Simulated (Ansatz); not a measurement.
Two isomers of CH2BFN2: A = `N=C1NB1F`, B = `FB1N=CN1`.

Isolated molecules relaxed with PBE0-D4/def2-TZVP in Ansatz; ΔE leaves out vibrations. CCSD(T)/CBS is the MP2 limit (def2-TZVPP, def2-QZVPP) plus CCSD(T) − MP2 in def2-TZVPP, frozen cores. DFT in def2-TZVPP. B3LYP here is the variant with VWN-RPA as its local correlation; programs differ in this. Each species was taken in one conformer, which may not be the lowest.

Q: Which is lower in electronic energy at CCSD(T)/CBS, and by how much? (Best estimate.)

A: Ansatz gave: B, by 18.0 kcal/mol.

Q: Give E(B) − E(A) in kcal/mol with CCSD(T)/def2-SVP, CCSD/def2-TZVPP, B2PLYP, BLYP-D4, PBE0-D4, B3LYP, r2SCAN-D4. (An estimate is asked.)

A: The calculation gave: CCSD(T)/def2-SVP -17.4, CCSD/def2-TZVPP -18.6, B2PLYP -15.9, BLYP-D4 -12.1, PBE0-D4 -15.9, B3LYP -14.1, r2SCAN-D4 -15.1. None reverses the order clearly.

Q: Does the order hold for the free energy at 298.15 K (harmonic terms from PBE0-D4)? (An estimate is asked.)

A: Ansatz gave: Yes: G(B) − G(A) = -17.6 kcal/mol, for one conformer each.

Largest T1 diagnostic: 0.015.

From BLYP to BHLYP (50 % exact exchange), in def2-TZVPP and without D4, E(B) − E(A) moves by −5.5 kcal/mol. In def2-TZVPP, CCSD(T) changes the Hartree–Fock value by +3.5 kcal/mol (the triples alone add +0.4 kcal/mol) and MP2 by +3.9 kcal/mol.
